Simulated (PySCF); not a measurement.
C₁₁H₁₀OS, SMILES c1(-c2cccs2)c(cccc1)OC, singlet, GFN2-xTB optimised geometry.

```
23

C     -3.27    -0.66     0.00
O     -1.87    -0.57     0.00
C     -1.27     0.66     0.00
C     -1.97     1.86     0.00
C     -1.29     3.06     0.00
C      0.09     3.08     0.00
C      0.79     1.89     0.00
C      0.14     0.66     0.00
C      0.89    -0.58     0.00
C      2.26    -0.74     0.00
C      2.67    -2.08     0.00
C      1.63    -2.95     0.00
S      0.11    -2.14     0.00
H     -3.49    -1.72    -0.01
H     -3.70    -0.20     0.89
H     -3.70    -0.20    -0.90
H     -3.05     1.86     0.00
H     -1.85     3.99     0.00
H      0.63     4.02     0.00
H      1.87     1.92     0.00
H      2.96     0.08     0.00
H      3.70    -2.38     0.00
H      1.65    -4.02     0.00
```

Density from PBE0/def2-SVP (PySCF) at that geometry.

Minimum of the electron density along straight lines between bonded atoms, close to the bond critical point (lines longer than 1.1 times the sum of covalent radii, or with two minima, are not listed):

```tsv
bond	length / Å	ρ at the minimum / e bohr⁻³	∇²ρ there / e bohr⁻⁵	position (fraction from the first atom)
C1–O2	1.405	0.253	-0.27	0.34
O2–C3	1.360	0.284	-0.24	0.67
C3–C4	1.388	0.311	-0.79	0.52
C4–C5	1.384	0.310	-0.79	0.50
C5–C6	1.383	0.313	-0.80	0.50
C6–C7	1.381	0.313	-0.80	0.50
C3–C8	1.412	0.301	-0.76	0.51
C7–C8	1.396	0.304	-0.76	0.50
C8–C9	1.447	0.276	-0.67	0.50
C9–C10	1.373	0.315	-0.78	0.51
C10–C11	1.406	0.299	-0.74	0.50
C11–C12	1.359	0.323	-0.82	0.49
C9–S13	1.739	0.209	-0.44	0.47
C12–S13	1.716	0.220	-0.51	0.48
C1–H14	1.089	0.285	-1.11	0.64
C1–H15	1.095	0.280	-1.06	0.64
C1–H16	1.095	0.280	-1.06	0.64
C4–H17	1.079	0.283	-1.06	0.63
C5–H18	1.080	0.284	-1.08	0.63
C6–H19	1.079	0.283	-1.07	0.63
C7–H20	1.078	0.285	-1.09	0.63
C10–H21	1.075	0.284	-1.08	0.63
C11–H22	1.076	0.283	-1.08	0.63
C12–H23	1.072	0.285	-1.11	0.64
```
